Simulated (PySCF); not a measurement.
Structure elucidation problem

The spectra below were simulated for a compound C4H9FSi2.

1H NMR (500 MHz, computed): δ 5.49 (m, 1H), 4.40 (m, 1H), 4.33 (s, 3H), 4.26 (m, 1H), 0.24 (m, 3H).

13C{1H} NMR (computed): δ 113.6, 95.6, 80.7, -8.4.

Equivalent nuclei averaged, no solvent model, a single conformation, non-relativistic Hamiltonian. Coordinates at the GFN2-xTB level; shielding tensors at PBE0/pcSseg-1 (GIAO); PySCF.

References, each an isolated molecule treated in the same way: TMS for 1H and 13C.

Propose a structure and justify it.

Answers


Rings plus π bonds: 2 (no ring in the answer). 4 carbon signals for 4 carbons: no two carbons are equivalent. Carbon types of the structure: 2 × C, 1 × CH, 1 × CH3, leaving 5 H on heteroatoms. δC 113.6, 95.6: alkyne carbon. δC 80.7: propargylic sp3 CH bonded to F and Si; deshielded by the electronegative neighbour. δC -8.4: methyl carbon bonded to Si; an electropositive neighbour leaves it electron-rich and shielded. δH 5.49: hydrogen on a propargylic sp3 CH bonded to F and Si; its carbon carries F, hence the downfield position. δH 4.40, 4.26: hydrogen on a silicon bonded to 2 C. δH 4.33: hydrogen on a silicon bonded to C. δH 0.24: hydrogen on a methyl carbon bonded to Si; an electropositive neighbour shields it, as in TMS itself.

These data were computed for `InChI=1S/C4H9FSi2/c1-7-4(5)2-3-6/h4H,7H2,1,6H3/t4-/m0/s1`.

The data come from this structure; uniqueness wasn't tested.

Splittings by 19F in the carbon and heteronuclear signals aren't shown, as no couplings were computed. Shifts are as computed. Against solution values, carbons near 30 ppm lie about +3 ppm off and those near 130 ppm about +5 ppm. Of 1309 compounds with measured shifts, 239 miss one by over three times the rms of a fit or turn the order of signals round; such compounds aren't used in these exercises. No couplings were computed; multiplicities are counted from neighbouring protons, with m where these are inequivalent, close in shift, in a saturated or five-membered ring or joined by F or P, and br s for small geminal =CH2 splittings.
